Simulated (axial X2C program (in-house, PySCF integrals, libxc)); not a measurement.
# SbS⁺ at several levels of theory

Calculated with an in-house all-electron X2C program for linear molecules (integrals from PySCF). Spin-free means the one-electron spin-free X2C Hamiltonian; two-component (2c) means X2C with spin–orbit coupling and atomic mean-field two-electron Coulomb and Gaunt terms, so the difference of the two also holds small scalar two-electron terms. Basis: Sb dyall-cv3z [11s12p8d4f1g], S dyall-av3z [9s8p3d2f] (cores contracted in-house); Gaussian nuclei, density fitting, unrestricted open shells. Masses: Sb 120.904 u, S 31.972 u.

State, spin-free: M_S = 0, Λ = 0 (closed shell); electrons by block: σα: 15, σβ: 15, π+α: 7, π+β: 7, π-α: 7, π-β: 7, δ+α: 2, δ+β: 2, δ-α: 2, δ-β: 2. Fragments: Sb+ + S.

State, 2c: Ω = 0 (closed shell); electrons by block: 1/2: 22, -1/2: 22, 3/2: 9, -3/2: 9, 5/2: 2, -5/2: 2. Fragments: Sb+ + S.

| Hamiltonian | level | Re (Å) | ωe (cm⁻¹) | ωexe (cm⁻¹) | Be (cm⁻¹) | De (eV) | μ (D) |
| --- | --- | --- | --- | --- | --- | --- | --- |
| spin-free | PBE0 | 2.135 | 576.6 | 1.29 | 0.1463 | 4.89 | -1.04 |
| spin-free | HF | 2.102 | 636.4 | 1.19 | 0.1508 | 2.08 | -1.64 |
| spin-free | CCSD | 2.150 | 565.0 | 1.3 | 0.1442 | 4.39 | n/a |
| spin-free | CCSD(T) | 2.174 | 526.2 | 1.58 | 0.141 | 4.79 | n/a |
| spin-free | PBEsol | 2.154 | 545.1 | 1.35 | 0.1436 | 5.75 | -0.73 |
| 2c | PBEsol | 2.156 | 542.6 | 1.37 | 0.1434 | n/a | -0.73 |

Correlated methods: 10 electrons correlated (number of frozen shells: Sb 4 s, 3 p, 2 d; S 2 s, 1 p), 258 virtual spin orbitals or spinors in MP2, 88 natural virtuals in coupled cluster.

Dipoles are positive if S is the positive end and refer to the centre of mass.

Occupations by symmetry block were frozen at the best pattern of an incomplete PBE0 search. Closed shells are restricted here (equal orbitals for both partners); the stretched side of such a curve lies too high. Dissociation energies refer to the lowest single-determinant-based atoms at the same level and basis. De is not given where an atomic determinant may have missed its ground term or J level, or where the truncated virtual space spoils (T). Coupled cluster ran in a truncated set of natural virtual spinors; the MP2 energy of the rest was added. (T) has no such correction and the atoms are truncated less, which lowers De at CCSD(T) by a hundredth of an eV or more. Without a current term, density functionals place determinants with orbital angular momentum somewhat too high. The T1 diagnostic is large, a sign of multireference character. With the outer-core shells frozen, correlated bond lengths of heavy atoms tend to come out a few hundredths of an ångström too long.

No reliable constants came from CCSD (2c), CCSD(T) (2c), HF (2c), MP2 (2c), MP2 (spin-free), PBE0 (2c): no minimum in range, unconverged points, a curve that is not smooth, a change of character along it, or the two Hamiltonians disagreeing along it.

Rough cost a point (2c) on 1 thread(s) of a shared host, integrals apart: PBEsol 0.6 s.

The whole task took 2.6 min on 1 thread of Arm Neoverse V1 (shared host).
